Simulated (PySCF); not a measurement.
## Relaxation of singlet HAsO

These are results of PBE0/[As def2-TZVP, O def2-TZVP, H def2-TZVP], no relativity, density fitting, PySCF, not measurements. A (50,194) grid was used.

A hand-made linear start, of C∞v symmetry, held to at least that symmetry:

```xyz
3
charge 0 multiplicity 1, angstrom
As    0.0000    0.0000    0.2808
O     0.0000    0.0000   -1.4292
H     0.0000    0.0000    1.8108
```

Optimiser trace:
| step | E − E(last) (kJ/mol) | largest gradient (Eh/bohr) |
| --- | --- | --- |
| 0 | 70.18 | 0.09163 |
| 1 | 22.72 | 0.04787 |
| 2 | 5.27 | 0.01619 |
| 3 | 0.51 | 0.00752 |
| 4 | 0.02 | 0.00149 |
| 5 | 0.00 | 0.00011 |
| 6 | 0.00 | 0.00001 |

It ends at C∞v with As–H 1.971 Å, As–O 1.636 Å; H–As–O 180.0°. No frequency check is given, so it may be a saddle point.
